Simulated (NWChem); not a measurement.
HSeBr; SMILES [SeH]Br

```xyz
3

Se     0.0328    -1.1486     0.0000
H     -1.4337    -1.2685     0.0000
Br     0.0182     1.1648     0.0000
```
Atoms are numbered in this order, from 1.

Level: PBE0-D3(BJ)/def2-TZVP (NWChem), optimised geometry, unscaled harmonic frequencies. This build's default masses of Se (78.918 u) and Br (79.917 u) are each other's, which moves their modes by up to 0.6 %.

List the harmonic frequencies with IR intensities, and the thermochemistry.


```csv
frequency (cm⁻¹),IR intensity (km/mol)
315,4.5
758,1.4
2432,4.6
```

```json
{
 "zero_point_energy": "5.0 kcal/mol",
 "thermal correction to the enthalpy at 298.15 K (with zero-point energy)": "7.7 kcal/mol",
 "heat capacity Cv": "8.3 cal/(mol K)",
 "entropy at 298.15 K and 1 atm (symmetry number 1)": "65.7 cal/(mol K)",
 "dipole_moment": "1.18 D"
}
```

Rigid rotor and harmonic oscillator.
